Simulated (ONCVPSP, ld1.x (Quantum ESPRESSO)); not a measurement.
# Potentials for beryllium (Be) compared

Generated with ld1.x 7.5 (TM, RRKJ, ultrasoft, PAW), atompaw 4.2 or ONCVPSP 4.0.1. The cutoff is in Ry: for ld1.x and atompaw files where the sum of valence levels is converged to 10 mRy in a Bessel basis, for ONCV files where the hardest occupied wave has 1 mHa per electron of residual kinetic energy. The error is the largest all-electron minus pseudo excitation energy over each file’s own four to seven test configurations (ionisations up to +4, promotions, holes and added fractions of an electron), all of which were solved. The labels leave out finer settings (local radius, basis sizes, second energies), which also bear on the numbers. Spin-polarised tests are not counted. The rows are a selection from randomly drawn settings: files with unsolved tests, undetermined cutoffs or missed reference levels are left out.

```tsv
potential	cutoff (Ry)	largest error (meV)	bound ghosts
ONCV, Wu-Cohen, non-relativistic, rc 0.75/0.80 (sp), local smoothed, core correction no, reference 1s2 2s2, qcut 14.3/10.9, projectors 2/2	167	+4.0	none
ONCV, PBEsol, fully relativistic, rc 0.65/0.55/0.55 (spd), local d, core correction no, reference 1s2 2s1, qcut 20.1/14.5/17.2, projectors 2/2/0	266	+403	none
ONCV, PBE, scalar-relativistic, rc 0.80/4.00 (sp), local smoothed, core correction no, reference 1s2 2s1.75 2p0.25, qcut 11.6/3, projectors 2/1	123	+55	none
ONCV, BLYP, scalar-relativistic, rc 2.00/1.80/1.80 (spd), local p, core correction yes, reference 2s1, qcut 2.7/4.6/4.7, projectors 3/0/2	29	-56	none
```

(1) Fill in the row for Be: ONCV, LDA (Perdew-Zunger), scalar-relativistic, rc 0.95/0.85 (sp), local p, core correction no, reference 1s2 2s2, qcut 13/7.7, projectors 2/0.

(2) Fill in the row for Be: TM, PBE, scalar-relativistic, rc 1.95/4.20 (sp), local p, core correction yes, reference 2s1.75 2p0.25.

(3) Fill in the row for Be: ONCV, PBEsol, scalar-relativistic, rc 1.40/1.40 (sp), local s, core correction yes, reference 2s1.5, qcut 5/5.2, projectors 0/1.

Results:

(1) cutoff 122 Ry, largest error +1785 meV, bound ghosts: none.

(2) cutoff 10 Ry, largest error -189 meV, bound ghosts: none.

(3) cutoff 13 Ry, largest error -3.5 meV, bound ghosts: none.
